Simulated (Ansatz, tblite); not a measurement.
Forces on Au2Cl2⁺ at its PBE0-D4/def2-SVP geometry. Charge 1, multiplicity 2.

In the def2 sets Au takes a core potential; there is no spin–orbit coupling. The xTB rows come from tblite. No other spin state of charge 1 was run. Another isomer (doublet) lies 0.23 eV lower at PBE0-D4/def2-TZVP; other spin states weren't run for this one.

GFN1-xTB (tblite), largest force 0.69 eV/Å:

```xyz
4
positions Å, forces eV/Å
Au   -0.733   -0.200    1.378    0.322    0.088   -0.603
Au    0.733    0.199   -1.378   -0.322   -0.087    0.603
Cl   -1.442   -0.773   -0.880    0.366    0.196    0.223
Cl    1.441    0.773    0.880   -0.366   -0.197   -0.222
```

GFN2-xTB (tblite), largest force 0.12 eV/Å:

```
Au -0.046 -0.013 0.084
Au 0.046 0.013 -0.084
Cl 0.090 0.048 0.057
Cl -0.090 -0.048 -0.056
```

PBE-D4/def2-TZVP (Ansatz), largest force 0.45 eV/Å:

```
Au 0.208 0.056 -0.393
Au -0.208 -0.056 0.393
Cl 0.312 0.167 0.192
Cl -0.312 -0.168 -0.192
```
